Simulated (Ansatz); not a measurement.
```yaml
crystal:
  periodic: [false, false, false]
  atoms:
    - {symbol: O, position_ang: [0.196204, 2.079243, -0.899880]}
    - {symbol: B, position_ang: [0.909443, 1.029200, -0.420627]}
    - {symbol: C, position_ang: [0.248754, -0.229815, 0.097711]}
    - {symbol: C, position_ang: [-0.248088, -1.249884, 0.519131]}
    - {symbol: O, position_ang: [-0.697950, -2.369152, 0.984954]}
    - {symbol: H, position_ang: [-0.752613, 1.927769, -0.869806]}
    - {symbol: H, position_ang: [2.099312, 1.144286, -0.426025]}
    - {symbol: H, position_ang: [-1.662864, -2.388548, 0.958643]}
basis:
  gaussian: {orbitals: def2-TZVPD}
hamiltonian: {xc: {name: wB97M-V}, pseudopotentials: {relativity: scalar}}
scf: {lower_state_search: off}
```

```sh
$ ansatz run in.yaml --threads 2 --pin off --events-out ev --progress --plain --max-ram 4352MiB
```

Shortened log:

```
Functional definition: wB97M-V
1034 factors; their error is unknown
363 factors; integrals over basis functions are off by at most 2.1e-5 eV
mean field evaluation 1: about -6890.5119 eV, gradient 5.8e1 eV
mean field evaluation 2: about -6891.2945 eV, gradient 5.7e1 eV
mean field evaluation 4: about -6896.7139 eV, gradient 2.3e0 eV
mean field evaluation 8: about -6896.7306 eV, gradient 8.6e-2 eV
mean field evaluation 16: about -6896.7323 eV, gradient 1.3e-4 eV
mean field -6896.73228601 eV, -253.4502367379 hartree, gradient 3.0e-6 eV, S^2 0.000000; 0 other end points of the search recorded, 0 dependent functions left out
reference -6896.73235696 eV, -253.4502393452 hartree; 18, 18 occupied and 200, 200 virtual orbitals, 1034 factors
Total energy: -6896.73235696 eV, -253.4502393452 hartree
Relativity: scalar
Checks for a lower state left out: stability, starts, cluster_reference, orbital_swaps, neighbouring_geometries, increment
```

It took 8 s on 2 threads of an Arm Neoverse V1 on a shared host, with 0.49 GiB of host memory at the peak.
